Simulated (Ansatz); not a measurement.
**Ligand exchange: C5H11N + SnH3(SH) → C5H10S + SnH3(NH2)**

Gas-phase species: C5H11N (cyclopentylamine) `NC1CCCC1`, singlet; SnH3(SH), singlet; C5H10S (cyclopentanethiol) `SC1CCCC1`, singlet; SnH3(NH2), singlet. The partners trade NH2 for SH: C–NH2 and Sn–SH bonds give way to C–SH and Sn–NH2.

Shapes, held fixed at every level: PBE0-D4/def2-TZVP. Flexible molecules stand in one conformer, not always the lowest. Programs: Ansatz 0.2.0. Electronic energies: no zero-point or thermal term.

```
             level                   kind  ΔE (kJ/mol)  less CCSD(T)/def2-TZVPP
       HF/def2-SVP           Hartree–Fock        +77.2                    +32.8
     HF/def2-TZVPP           Hartree–Fock        +59.0                    +14.6
 B2PLYP/def2-TZVPP          double hybrid        +46.9                     +2.5
      MP2/def2-SVP    perturbation theory        +52.8                     +8.4
    MP2/def2-TZVPP    perturbation theory        +40.3                     -4.1
  CCSD(T)/def2-SVP  coupled cluster or CI        +58.0                    +13.6
     CCSD/def2-SVP  coupled cluster or CI        +60.3                    +15.9
CCSD(T)/def2-TZVPP  coupled cluster or CI        +44.4                      0.0
```

The highest level, CCSD(T)/def2-TZVPP, gives ΔE = +44.4 kJ/mol; the levels span +40.3 to +77.2. The column of differences is taken from that level and isn't an error. No measured value is set beside it here. For atoms past krypton def2 sets carry core potentials with scalar relativity. Outer-core shells of Sn are correlated, in sets that cover them unevenly.
